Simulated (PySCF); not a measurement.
## Ionisation energy of F⁺ by level of theory

F⁺ [He] 2s2 2p4 (3P) → F²⁺ [He] 2s2 2p3 (4S), as a difference of total energies. Computed with PySCF 2.14 in pcseg-2, with the non-relativistic Hamiltonian (point nucleus). Correlated levels: valence: 1s2 frozen. The calculations carry no spin-orbit coupling.

```tsv
method	ionisation energy (eV)	error (eV)
UHF	33.453	-1.497
TPSS	35.527	+0.577
B3LYP	35.603	+0.653
MP2 (valence)	34.610	-0.340
SCS-MP2 (valence)	34.694	-0.256
CCSD (valence)	34.651	-0.299
CCSD(T) (valence)	34.673	-0.277
```

Reference: 34.950 eV (measured; NIST levels, between the centres of gravity of the two terms).

Errors of the correlated levels include the incompleteness of this basis and the frozen core.
